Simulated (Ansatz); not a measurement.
Basis-set extrapolation for C₃H₅ClSi (`[SiH3]C1=C(Cl)C1`) (PBE0-D4/def2-TZVP geometry, frozen core, Ansatz). Multiplicity 1, RHF reference.

```json
{"": "HF", "def2-TZVPP": "-864.915853", "def2-QZVPP": "-864.942426"}
{"": "MP2 correlation", "def2-TZVPP": "-0.791089", "def2-QZVPP": "-0.849331"}
{"": "CCSD(T) correlation", "def2-TZVPP": "-0.877398", "def2-QZVPP": "not run"}
```

Energies in hartree. Use E(X) = E(∞) + A·exp(−7.88·√X) for Hartree–Fock and E(X) = E(∞) + B·X^(−2.97) for correlation, with X = 3 and 4, and add CCSD(T) minus MP2 of the smaller set to the MP2 limit.

**Question.** What is the CCSD(T) energy at the basis-set limit?

**Answer.** HF limit: -864.942426 + (-0.026573) × 0.13774 = -864.94609. MP2 limit: -0.849331 + (-0.058242) × 0.74074 = -0.89247. Higher-order term: -0.877398 − (-0.791089) = -0.08631. Total: -865.92487 hartree, 345.6 kJ/mol below CCSD(T)/def2-TZVPP.
